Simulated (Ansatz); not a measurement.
Consider the hydrogenolysis of a Ge–Si bond: `[AlH2][SiH2][GeH3]` + H₂ → GeH₄ + `[AlH2][SiH3]`.

Gas-phase electronic energies from Ansatz, PBE0-D4/def2-TZVP geometries. CCSD(T)/CBS adds triple-zeta CCSD(T) − MP2 to the extrapolated MP2 energy (def2 sets, frozen cores). This one scheme is used for every species. DFT in def2-TZVPP. For Ge outer-core shells are correlated without core-valence functions, which leaves a few kJ/mol of doubt a bond. Scalar relativity is left out up to krypton.

`[AlH2][SiH2][GeH3]`:

```xyz
10

Al   -2.199    0.247    0.349
Si   -0.125    0.356   -0.942
Ge    1.692   -0.427    0.395
H    -3.073   -1.078    0.346
H    -2.645    1.476    1.251
H     0.215    1.745   -1.368
H    -0.164   -0.496   -2.166
H     3.026   -0.374   -0.369
H     1.830    0.430    1.667
H     1.445   -1.881    0.836
```

H₂:

```xyz
2

H    -0.084    0.087    0.353
H     0.084   -0.087   -0.353
```

GeH₄:

```xyz
5

Ge    0.000    0.000    0.000
H     0.407    1.479   -0.039
H    -1.369   -0.135    0.678
H     1.044   -0.797    0.793
H    -0.082   -0.546   -1.431
```

`[AlH2][SiH3]`:

Cartesian coordinates in Å:
```
Al -1.360 -0.180 -0.319
Si 1.013 0.155 0.225
H -2.179 0.891 -1.157
H -2.098 -1.497 0.177
H 1.218 0.148 1.703
H 1.842 -0.953 -0.331
H 1.565 1.436 -0.299
```

| level | ΔE (kJ/mol) | difference from CCSD(T)/CBS |
| --- | --- | --- |
| B97M-V | -0.4 | -8.8 |
| B2PLYP | -0.5 | -8.9 |
| PBE-QIDH | 6.2 | -2.2 |
| PBE | 10.5 | 2.1 |
| revPBE | 8.7 | 0.3 |
| BLYP | -2.2 | -10.6 |
| r2SCAN | 9.8 | 1.4 |
| PBE0 | 6.1 | -2.3 |
| CAM-B3LYP | -9.4 | -17.8 |
| RPA@PBE/def2-TZVPP | 0.2 | -8.2 |
| HF/def2-SVP | -30.9 | -39.3 |
| CCSD(T)/def2-SVP | -8.6 | -17.0 |
| HF/def2-TZVPP | -25.1 | -33.5 |
| SCS-MP2/def2-TZVPP | 0.5 | -7.9 |
| HF/def2-QZVPP | -26.2 | -34.6 |
| MP2/CBS(def2) | 13.4 | 5.0 |
| CCSD(T)/CBS | 8.4 | 0 |

Largest T1 diagnostic among the species: 0.012.

In def2-TZVPP, CCSD(T) changes the Hartree–Fock value by +29.3 kJ/mol (the triples alone add +5.4 kJ/mol) and MP2 by +34.4 kJ/mol. From PBE to PBE0 (25 % exact exchange), in def2-TZVPP and without D4, ΔE moves by −4.3 kJ/mol. Leaving LDA and LC-ωPBE aside and taking each functional with its dispersion term where it has one, the values, not all of them listed here, spread over 21.1 kJ/mol, from CAM-B3LYP-D4 to revPBE-D4.
